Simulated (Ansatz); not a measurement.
`FB(F)O[SiH3]` and `[F][Al]([F])[O][SiH3]` differ in one element.

Ansatz, PBE0-D4/def2-TZVP geometries, multiplicity 1. Each molecule was computed in one conformer, which needn't be the lowest.

```tsv
property	`FB(F)O[SiH3]`
HOMO energy (ωB97M-V/def2-TZVPP) / eV	-11.95
LUMO energy (PBE/def2-TZVPP) / eV	-1.08
HOMO–LUMO gap (B3LYP/def2-TZVPP) / eV	8.98
HOMO–LUMO gap (ωB97M-V/def2-TZVPP) / eV	13.31
LUMO energy (ωB97M-V/def2-TZVPP) / eV	1.35
HOMO energy (B3LYP/def2-TZVPP) / eV	-9.47
```

Question: What does the change do to each property? (Estimate.)

Answer: The calculation gave: 
```json
{"property": "HOMO energy (ωB97M-V/def2-TZVPP) / eV", "`[F][Al]([F])[O][SiH3]`": "-11.45", "shift": "0.50"}
{"property": "LUMO energy (PBE/def2-TZVPP) / eV", "`[F][Al]([F])[O][SiH3]`": "-2.12", "shift": "-1.04"}
{"property": "HOMO–LUMO gap (B3LYP/def2-TZVPP) / eV", "`[F][Al]([F])[O][SiH3]`": "7.37", "shift": "-1.61"}
{"property": "HOMO–LUMO gap (ωB97M-V/def2-TZVPP) / eV", "`[F][Al]([F])[O][SiH3]`": "11.83", "shift": "-1.48"}
{"property": "LUMO energy (ωB97M-V/def2-TZVPP) / eV", "`[F][Al]([F])[O][SiH3]`": "0.37", "shift": "-0.98"}
{"property": "HOMO energy (B3LYP/def2-TZVPP) / eV", "`[F][Al]([F])[O][SiH3]`": "-8.94", "shift": "0.53"}
```

With PBE0 the HOMO rises by 0.52 eV and the LUMO falls by 1.00 eV, so the gap narrows by about 1.52 eV. PBE moves the HOMO by 0.53 eV and ωB97M-V by 0.50 eV.

B3LYP here is the variant with VWN-RPA as its local correlation; programs differ in this.
